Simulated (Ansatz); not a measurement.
C₂H₅I, SMILES C(I)C (connectivity only; charge and spin as stated), charge +1, multiplicity 2.

The structure is a stationary point at r2SCAN-D4/def2-SVP. The multiplicity is an assumed one; other spin states were not compared. The def2 effective core potentials stand for the cores of I; spin–orbit coupling is left out.

Two levels are set side by side: PBE/def2-SVPD (Ansatz, an electronic-structure program) and CAM-B3LYP/def2-SVPD (Ansatz). Energy differences of separate SCF runs at the same geometry; the states with an electron removed or added have multiplicity 3 and 1. Differences are taken from unrounded values.

| quantity | CAM-B3LYP |
|---|---|
| vertical ionisation energy (eV) | 16.53 |
| vertical electron affinity (eV) | 9.50 |

Problem. What does PBE give, and how far is it from CAM-B3LYP? (An estimate is asked for; the answer gives what the named calculation found.)

Solution. 
```tsv
quantity	PBE	PBE minus CAM-B3LYP
vertical ionisation energy (eV)	16.06	-0.47
vertical electron affinity (eV)	9.34	-0.16
```
